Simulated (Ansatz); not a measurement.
C₃H₅IO, SMILES `C/C(I)=C/O` at its PBE0-D4/def2-TZVP geometry, where that method's forces vanish. The species carries charge 0 and has multiplicity 1. I takes the def2 core potential.

| atom | x (Å) | y (Å) | z (Å) |
| --- | --- | --- | --- |
| C1 | -0.587 | -0.675 | 1.152 |
| C2 | -0.101 | -0.197 | -0.168 |
| I3 | -0.608 | -1.360 | -1.837 |
| C4 | 0.623 | 0.902 | -0.369 |
| O5 | 1.093 | 1.391 | -1.524 |
| H6 | -1.679 | -0.731 | 1.185 |
| H7 | -0.259 | 0.015 | 1.935 |
| H8 | -0.199 | -1.669 | 1.390 |
| H9 | 0.898 | 1.521 | 0.480 |
| H10 | 0.819 | 0.802 | -2.244 |

Problem. For each bond, give half the difference of the two atoms' forces along it (eV/Å; positive pushes the atoms apart) under PBE-D4, r2SCAN-D4, B3LYP-D4, ωB97M-V in def2-TZVPP. (Best estimate.)

Solution. Computed: 
```
  bond  length (Å)  PBE-D4  r2SCAN-D4  B3LYP-D4  ωB97M-V
 C1–C2       1.486   -0.22      -0.06      0.10     0.33
 C1–H6       1.093    0.12      -0.02     -0.06    -0.10
 C1–H7       1.094    0.13      -0.01     -0.07    -0.11
 C1–H8       1.093    0.12      -0.02     -0.06    -0.10
 C2–I3       2.097    0.13       0.16      0.29    -0.03
 C2–C4       1.331    0.33       0.09     -0.14    -0.27
 C4–O5       1.339    0.24       0.20      0.36     0.42
 C4–H9       1.086   -0.01      -0.11     -0.20    -0.16
O5–H10       0.970    0.45       0.03     -0.08    -0.20
```

B3LYP here is the variant with VWN-RPA as its local correlation; programs differ in this.
